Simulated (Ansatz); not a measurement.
SbMe2(OEt) (C₄H₁₁OSb), relaxed as a singlet with RKS PBE-D4/def2-SVP in Ansatz, starting from the GFN2-xTB geometry. Force threshold 0.02 eV/Å.

In the def2 sets Sb takes a core potential; there is no spin–orbit coupling.

Start:

Cartesian coordinates in Å:
```
C -2.225 0.808 -0.994
C -1.765 -1.363 1.200
C 1.744 0.669 0.332
C 2.798 -0.010 -0.533
O 0.494 0.154 -0.022
Sb -1.198 0.711 0.911
H -1.771 0.068 -1.643
H -2.119 1.792 -1.437
H -3.277 0.589 -0.855
H -1.295 -1.769 2.088
H -1.432 -1.916 0.329
H -2.842 -1.436 1.299
H 1.780 1.755 0.169
H 1.962 0.480 1.392
H 3.785 0.380 -0.297
H 2.783 -1.082 -0.356
H 2.580 0.170 -1.582
```

**Question.** Estimate the energy that the relaxation releases and the steps that it takes.

**Answer.** 0.13 eV, in 7 steps; 14 s on 4 threads of Intel Xeon Platinum 8259CL on a shared host. No frequencies were taken in this run, so the end may be a saddle point.

**Question.** Does the start keep its bonding?

**Answer.** By distances, no bond broke or formed. The bond that changes most is O5–Sb6, from 2.01 to 2.04 Å (atoms count from 1).

**Question.** Predict the relaxed structure.

**Answer.** 
Cartesian coordinates in Å:
```
C -2.275 0.825 -1.002
C -1.804 -1.372 1.232
C 1.766 0.648 0.317
C 2.852 0.009 -0.537
O 0.519 0.105 -0.076
Sb -1.183 0.694 0.885
H -1.812 0.089 -1.689
H -2.185 1.841 -1.433
H -3.345 0.582 -0.849
H -1.378 -1.748 2.182
H -1.413 -1.973 0.388
H -2.909 -1.444 1.271
H 1.800 1.760 0.187
H 1.988 0.458 1.399
H 3.853 0.405 -0.271
H 2.858 -1.091 -0.395
H 2.667 0.211 -1.611
```
Bond lengths: 2 × C–Sb 2.18 to 2.19 Å; 1 × C–O 1.42 Å; 1 × C–C 1.52 Å; 1 × O–Sb 2.04 Å; 11 × C–H 1.11 to 1.12 Å.
